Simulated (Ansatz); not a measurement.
Reaction (ligand exchange at the Si–C bond): `OC(S)[SiH2]F` + `[OH][GeH3]` → `F[SiH2][O][GeH3]` + `OCS`

Calculated with Ansatz (gas phase, PBE0-D4/def2-TZVP geometries, no zero-point term in ΔE). CBS: MP2 limit from def2 TZ/QZ plus the TZ coupled-cluster correction, frozen cores. DFT in def2-TZVPP. B3LYP here is the variant with VWN-RPA as its local correlation; programs differ in this. For Ge outer-core shells are correlated without core-valence functions, which leaves a few kJ/mol of doubt a bond. Scalar relativity is left out up to krypton. One conformer a species, not always the lowest.

Problem. Is it downhill or uphill in electronic energy at CCSD(T)/CBS, and by how much? (An estimate is asked.)

Solution. The calculation gave: Downhill: ΔE = -128.7 kJ/mol.

Problem. What do these levels give: PBE-D4, ωB97X-V, PBE0, B3LYP, MP2/def2-TZVPP, CCSD/CBS(def2)? (Best estimate.)

Solution. The calculation gave: PBE-D4 -109.0, ωB97X-V -126.6, PBE0 -120.5, B3LYP -131.3, MP2/def2-TZVPP -130.3, CCSD/CBS(def2) -133.4 kJ/mol.

Largest T1 diagnostic among the species: 0.012.

The D4 term adds +4.6 kJ/mol with B3LYP and +2.3 kJ/mol with PBE0; it sums over pairs of atoms, weighted by their polarisabilities, and B3LYP, whose exchange is more repulsive, gets the larger term. From PBE to PBE0 (25 % exact exchange), in def2-TZVPP and without D4, ΔE moves by −8.7 kJ/mol.
